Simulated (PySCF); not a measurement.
# C8H12NP: full NMR table

```
Formula                               : C8H12NP
SMILES                                : CCc1pcnc(C)c1C
InChI                                 : InChI=1S/C8H12NP/c1-4-8-6(2)7(3)9-5-10-8/h5H,4H2,1-3H3
Point group of the computed structure : C1
Carbon signals                        : 8
Proton signals                        : 5
```

Atoms are numbered as in `[CH3:1][CH2:2][c:3]1[p:4][cH:5][n:6][c:7]([CH3:8])[c:9]1[CH3:10]`. Hydrogens are named by the atom that carries them.

Computational details: shielding tensors at PBE0/pcSseg-1 (GIAO), geometry: GFN2-xTB, in PySCF (non-relativistic Hamiltonian, equivalent nuclei averaged, one conformer, isolated molecule).

References, each an isolated molecule treated in the same way: ¹H (31.72 ppm), ¹³C (186.93 ppm) against TMS; ³¹P (318.38 ppm) vs H3PO4; ¹⁵N (267.73 ppm) against NH3.

```tsv
carbon	δC, type	δH (multiplicity)	HMBC from (2–3 bonds)	span of the C tensor (ppm)
C1	21.1, CH3	1.24 (t)	H(C2)	35
C2	36.4, CH2	3.22 (m)	H(C1)	30
C3	193.4, C	–	H(C5), H(C2), H(C10), H(C1)	341
C5	189.8, CH	10.38 (m)	–	318
C7	161.6, C	–	H(C5), H(C8), H(C10)	201
C8	29.8, CH3	2.82 (s)	–	44
C9	134.7, C	–	H(C2), H(C8), H(C10)	221
C10	17.6, CH3	2.44 (s)	–	19
```

Other nuclei:
```csv
atoms,nucleus,environment,δ (ppm),σ (ppm)
P4,³¹P,"phosphorus bonded to 2 C, in a 6-membered ring",201.9,116.5
N6,¹⁵N,pyridine-type ring nitrogen,373.3,-105.6
```

δC 193.4, 134.7: substituted aromatic carbon. δC 189.8: aromatic CH next to a ring nitrogen; the adjacent pyridine-type nitrogen withdraws density from it. δC 161.6: substituted aromatic carbon next to a ring nitrogen. δC 29.8, 17.6: methyl carbon on an aromatic ring; saturated and bonded to C and H only. δH 10.38: hydrogen on an aromatic CH next to a ring nitrogen; ring current plus the neighbouring ring nitrogen.

Splittings by ³¹P in the carbon and heteronuclear signals aren't shown, as no couplings were computed. Shifts are as computed. Against solution values, carbons near 30 ppm lie about +3 ppm off and those near 130 ppm about +5 ppm. Of 1211 compounds with measured shifts, 218 miss one by over three times the rms of a fit or turn the order of signals round; such compounds aren't used in these exercises. Experimental scales use liquid or dissolved standards, which lie at an offset from isolated NH3 (liquid NH3: subtract about 20 ppm) and H3PO4. Unscaled 15N shifts of sp2 nitrogen come out 20 to 40 ppm too high even then. No couplings were computed; multiplicities are counted from neighbouring protons, with m where these are inequivalent, close in shift, in a saturated or five-membered ring or joined by F or P, and br s for small geminal =CH2 splittings.
